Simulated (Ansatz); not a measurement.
`[OH][SbH][OH]`. Total charge 0; spin multiplicity 1. Sb: def2 effective core potential.

```xyz
6

O    -1.312    0.435    0.690
Sb    0.629    0.174    0.574
O     0.721   -0.611   -1.222
H    -1.552    1.356    0.559
H     0.484   -1.379    1.269
H     1.031    0.025   -1.870
```

Problem. What are the harmonic wavenumbers in cm⁻¹ at PBE0-D4/def2-TZVP (Ansatz, finite differences of forces, unscaled)? (Estimate.)

Solution. Ansatz gave: 205, 212, 309, 608, 620, 661, 700, 902, 925, 1976, 3885, 3886.

Problem. Is this a minimum?

Solution. Yes, all 12 modes are real.

Problem. Give the ideal-gas thermochemistry at 298.15 K and 1 bar (rigid rotor, harmonic oscillator; point group Cs, symmetry number 1).

Solution. Zero-point energy 89.1 kJ/mol; H(298) − E = 104.6 kJ/mol; entropy 305.2 J/(mol·K), of which translation 171.9, rotation 103.0, vibration 30.4; G(298) − E = 13.6 kJ/mol.
